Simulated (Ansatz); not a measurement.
Geometry optimisation, RKS B3LYP-D4/6-31G* in Ansatz 0.2.0.

Input:

```yaml
crystal:
  periodic: [false, false, false]
  atoms:
    - { symbol: B, position_ang: [0.0, 0.0, 0.0] }
    - { symbol: C, position_ang: [0.0, 0.0, 1.6] }
    - { symbol: H, position_ang: [-0.9996, -0.3092, 1.9705] }
    - { symbol: H, position_ang: [0.7676, -0.7111, 1.9705] }
    - { symbol: H, position_ang: [0.232, 1.0203, 1.9705] }
    - { symbol: "N", position_ang: [1.3423, 0.0, -0.775] }
    - { symbol: H, position_ang: [1.8089, -0.9179, -1.0268] }
    - { symbol: H, position_ang: [1.7937, 0.9179, -1.0532] }
    - { symbol: "N", position_ang: [-1.3423, 0.0, -0.775] }
    - { symbol: H, position_ang: [-2.0112, -0.8164, -0.6764] }
    - { symbol: H, position_ang: [-1.5914, 0.8164, -1.4036] }
basis:
  gaussian: { orbitals: "6-31G*" }
hamiltonian:
  xc: b3lyp
  dispersion: d4
relax:
  f_tol: 0.02
  max_steps: 40
output:
  orbitals: {}
```

Launched with:

```bash
$ ansatz run input.yaml --threads 1 --pin off --max-ram 2048MiB --backend cpu --events-out ev --progress --plain --runs-dir out
```

Q: Where does it end, and by what steps?

A: The run converged. After 11 steps the energy has fallen by 2.417 eV; H7 moved furthest, 1.41 Å.

```csv
step,energy less start (eV),largest force component (eV/Å),accepted
0,0.0000,2.112,yes
1,-0.7692,1.508,yes
2,-1.2410,0.914,yes
3,-1.5214,0.676,yes
4,-1.7322,1.262,yes
5,-1.9289,1.023,yes
6,-2.1379,0.871,yes
7,-2.2989,0.486,yes
8,-2.3866,0.307,yes
9,-2.4156,0.090,yes
10,-2.4166,0.028,yes
11,-2.4167,0.008,yes
```

```xyz
11
Properties=species:S:1:pos:R:3
B -0.006 0.003 -0.045
C -0.009 0.038 1.546
H -1.019 0.063 1.972
H 0.493 -0.848 1.958
H 0.530 0.912 1.935
N 1.214 0.208 -0.748
H 1.304 0.179 -1.754
H 2.086 0.386 -0.275
N -1.214 -0.247 -0.752
H -2.092 -0.395 -0.279
H -1.287 -0.300 -1.758
```

Whether the end is a true minimum wasn't checked by a vibrational analysis.

The run took 35 s on 1 thread of AMD EPYC 7R43 64-Core Processor (Zen 3), with other jobs on the host, peak memory 0.16 GiB.
